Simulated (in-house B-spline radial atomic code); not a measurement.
## RPA and G0W0 on r2SCAN: Mo

Configuration [Kr] 4d5 5s1, highest spin, mean-field start r2SCAN. Computed with an all-electron radial atomic-structure program (B-spline basis): all electrons, scalar-relativistic (spin-free one-electron X2C), finite nucleus, each spin shell either full or empty, empty states to l = 9 with an (l + 1/2)⁻⁴ tail; G0W0 by contour deformation at full frequency.

RPA overbinds a lone outer s electron by self-correlation, and G0W0 tends to as well.

Command:
```bash
python run_gw.py task.json out
```
Settings (radii: box in bohr, nucleus in fm):
```
Z                        42
electrons                42
configuration            [Kr] 4d5 5s1
hamiltonian              x2c
method                   r2scan
lmax                     9
rms_radius               4.4091
spin_polarised           True
box_radius               40
intervals                73
ion_configuration        [Kr] 4d5
```

Cost of the run: 14 s on 1 thread of Arm Neoverse N1 (shared host).

Energies (hartree):

```json
{"term": "mean-field total", "value": "-4048.42610"}
{"term": "Hartree-Fock functional on these orbitals", "value": "-4046.22198"}
{"term": "direct second order", "value": "-3.5508"}
{"term": "second-order exchange", "value": "1.0605"}
{"term": "SOSEX correction", "value": "0.96265"}
```

Question: What is the RPA correlation energy, and what remains with SOSEX?

Answer: RPA gives -3.0736 hartree (-1.99 eV per electron); RPA + SOSEX gives -2.1109, and the second-order doubles -2.4903 hartree (no singles). RPA lacks exchange-type terms and so overcorrelates at short range.

Quasi-particle levels (eV):

```json
{"level": "4d up", "occupied": "yes", "mean field": "-4.822", "Σx - vxc": "-4.41", "Σc": "?", "QP weight": "?", "G0W0": "?"}
{"level": "5s up", "occupied": "yes", "mean field": "-4.876", "Σx - vxc": "-1.80", "Σc": "-1.01", "QP weight": "0.867", "G0W0": "-7.685"}
{"level": "5p up", "occupied": "no", "mean field": "-1.120", "Σx - vxc": "2.25", "Σc": "-0.61", "QP weight": "0.922", "G0W0": "0.524"}
```

G0W0 = mean field + (Σx - vxc) + Σc, with Σc (partial-wave tail included) taken at the quasi-particle energy. Only the outer levels were computed. Levels of low weight are left out. An empty level above zero is unbound and depends on the box.

Question: Where does G0W0 put 4d up?

Answer: At -8.188 eV, with Σc = 1.05 eV and a quasi-particle weight of 0.713.

Question: What does it cost to remove one electron (to [Kr] 4d5) by differences of total energies, each species on its own start (correlation terms add to the Hartree-Fock functional)?

Answer: r2SCAN 7.473 eV, Hartree-Fock functional 6.142 eV, + RPA 7.648 eV, + RPA + SOSEX 6.816 eV, + second order 7.727 eV. Tabulated: 7.092 eV (NIST, measured); the calculation leaves out spin-orbit coupling, Breit and QED terms, and what these don't explain is the method's own error.
